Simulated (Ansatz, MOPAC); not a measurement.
Molecule: diiodo(methyl)borane, CH$_{3}$BI$_{2}$, charge 0, multiplicity 1. SMILES: CB(I)I

Atoms: C1, B2, I3, I4, H5, H6, H7. Bonds: C1-B2, C1-H5, C1-H6, C1-H7, B2-I3, B2-I4.

Bond lengths (Å) and angles (degrees) optimised at PM6 with MOPAC; MNDO with MOPAC; HF/STO-3G with Ansatz (a first-principles code); HF/3-21G with Ansatz; HF/6-31G* with LANL2DZ past Ar with Ansatz; MP2/6-31G* with LANL2DZ past Ar with Ansatz, each started from the B3LYP-D3(BJ)/def2-TZVP structure (Ansatz) of the last column. A row stands for all coordinates that are equal there; 9 of 10 kinds are shown. 6-31G* holds six Cartesian d functions. No wavenumbers were computed at MNDO, HF/STO-3G, MP2/6-31G* with LANL2DZ past Ar, so these may be saddle points.

| coordinate | PM6 | MNDO | HF/STO-3G | HF/3-21G | HF/6-31G* with LANL2DZ past Ar | MP2/6-31G* with LANL2DZ past Ar | B3LYP-D3(BJ)/def2-TZVP |
|---|---|---|---|---|---|---|---|
| C1-B2 | 1.546 | 1.539 | 1.581 | 1.559 | 1.565 | 1.561 | 1.552 |
| C1-H5 | 1.096 | 1.109 | 1.084 | 1.084 | 1.084 | 1.092 | 1.090 |
| C1-H6 | 1.101 | 1.115 | 1.089 | 1.093 | 1.091 | 1.099 | 1.098 |
| B2-I3 | 2.137 | 2.035 | 2.122 | 2.197 | 2.158 | 2.128 | 2.139 |
| C1-B2-I3 | 119.9 | 121.3 | 118.9 | 120.4 | 120.4 | 120.1 | 120.6 |
| I3-B2-I4 | 120.2 | 117.4 | 122.1 | 119.2 | 119.1 | 119.7 | 118.8 |
| B2-C1-H5 | 112.4 | 112.9 | 112.7 | 112.9 | 112.7 | 112.9 | 112.9 |
| B2-C1-H6 | 108.0 | 107.1 | 108.3 | 107.8 | 107.3 | 107.4 | 107.4 |
| H5-C1-H6 | 107.6 | 108.0 | 107.1 | 106.8 | 107.1 | 106.9 | 106.7 |

Mean signed difference of all 6 bond lengths from B3LYP-D3(BJ)/def2-TZVP: PM6 0.001 Å, MNDO -0.028 Å, HF/STO-3G -0.004 Å, HF/3-21G 0.018 Å, HF/6-31G* with LANL2DZ past Ar 0.005 Å, MP2/6-31G* with LANL2DZ past Ar -0.001 Å.
